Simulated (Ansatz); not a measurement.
A CCSD(T) single point on Ge2H4Se, SMILES `[GeH2]1[GeH2][Se]1`.

```yaml
crystal:
  periodic: [false, false, false]
  atoms:
    - {symbol: Ge, position_ang: [-0.674809, -0.049760, -0.975891]}
    - {symbol: Ge, position_ang: [0.902192, -0.007820, 0.774789]}
    - {symbol: Se, position_ang: [-1.415220, 0.250334, 1.270341]}
    - {symbol: H, position_ang: [-1.120207, -1.370133, -1.610470]}
    - {symbol: H, position_ang: [-0.894295, 1.169703, -1.875422]}
    - {symbol: H, position_ang: [1.518501, -1.300086, 1.317627]}
    - {symbol: H, position_ang: [1.745038, 1.239762, 1.053327]}
basis:
  gaussian: {orbitals: def2-TZVPP}
correlation: {method: ccsd_t}
output: {orbitals: {seedname: orbitals}}
```

```sh
$ ansatz run in.yaml --threads 4 --pin off --events-out ev --progress --plain
```

Log, shortened:

```
Functional definition: HF
1270 factors; integrals over basis functions are off by at most 8.4e-4 eV
mean field evaluation 1: about -178312.8834 eV, gradient 1.7e1 eV
mean field evaluation 2: about -178313.0646 eV, gradient 1.8e1 eV
mean field evaluation 4: about -178314.3841 eV, gradient 3.0e0 eV
mean field evaluation 8: about -178314.4161 eV, gradient 1.9e-1 eV
mean field -178314.41634429 eV, -6552.9339348000 hartree, gradient 2.7e-6 eV, S^2 0.000000; 0 other end points of the search recorded, 0 dependent functions left out
27 core orbitals not correlated: weight in the atoms' cores, before any rotation towards them, 1.000 or more for the frozen orbitals, at most 0.000 for the correlated occupied ones
reference -178314.41634429 eV, -6552.9339348000 hartree; 24, 24 occupied and 149, 149 virtual orbitals, 1270 factors
second order -21.23195173 eV of doubles, -0.00000000 eV of singles
cycle   1  -20.84796069 eV  change    3.8e-1 eV  update   1.2e-1
cycle   2  -21.58963775 eV  change   -7.4e-1 eV  update   3.3e-2
cycle   3  -21.66130516 eV  change   -7.2e-2 eV  update   1.6e-2
cycle   4  -21.64385042 eV  change    1.7e-2 eV  update   3.7e-3
cycle   5  -21.64499412 eV  change   -1.1e-3 eV  update   1.7e-3
cycle   6  -21.64495716 eV  change    3.7e-5 eV  update   5.0e-4
cycle   7  -21.64476625 eV  change    1.9e-4 eV  update   1.9e-4
cycle   8  -21.64484741 eV  change   -8.1e-5 eV  update   6.3e-5
cycle   9  -21.64486641 eV  change   -1.9e-5 eV  update   1.8e-5
perturbative correction -0.88330416 eV, -0.0324608292 hartree
Total energy: -178336.94451485 eV, -6553.7618297983 hartree
```

It took 2 min on 4 threads of a server CPU on a shared host, with 2.5 GiB of host memory at the peak.

The correlation energy is -22.528 eV, 3.9 % of it from (T); the T1 diagnostic reads 0.0112.
